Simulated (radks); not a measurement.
Values are calculated unless marked as measured or tabulated.
Spherical quantum dot in the effective-mass picture: electrons in a hard-walled sphere of radius 5.15, all in effective atomic units (hartree* = m*/eps^2 hartree, bohr* = eps/m* bohr), one dielectric constant everywhere. Level of theory: non-relativistic Kohn-Sham, LDA (Slater exchange, Perdew-Wang correlation), spin-polarised, spherical densities (a radial shooting solver with Libxc functionals). Levels are named by radial order and angular momentum (1s, 1p, 1d, 2s, ...), and open shells are averaged over m. Results are scaled to m* = 0.143 and eps = 10.8, for which hartree* = 33.36 meV and bohr* = 3.997 nm.

N = 27, configuration 1s2 1p6 1d10 1f(up 7, down 2). This is the lowest configuration that the search found. Occupied and some empty levels:

level,occupation,eigenvalue (meV),<r> (nm)
1s up,1,220.44,14.77
1s down,1,221.62,14.71
1p up,3,223.22,15.07
1p down,3,224.43,15.03
1d up,5,228.33,15.37
1d down,5,229.57,15.35
1f up,7,235.53,15.66
1f down,2,236.79,15.64
1g up,0,244.66,15.91
1g down,0,245.95,15.90
2s up,0,246.82,9.195
2s down,0,247.20,9.162
2p up,0,256.78,10.80
2p down,0,257.32,10.77
2d up,0,269.01,11.80
2d down,0,269.68,11.78

Energy (meV): total 3348.30, kinetic 718.61, external 0, Hartree 2945.0, exchange-correlation -315.34.

Electron density:

r (nm),n(r) (e/nm^3)
1.64,0.00001255
3.18,0.00002005
4.71,0.00003785
6.25,0.00007662
7.78,0.0001554
9.31,0.0003017
10.8,0.0005461
12.4,0.0008935
13.9,0.001269
15.5,0.001466
17.0,0.001223
18.5,0.0005646
20.1,0.00004147
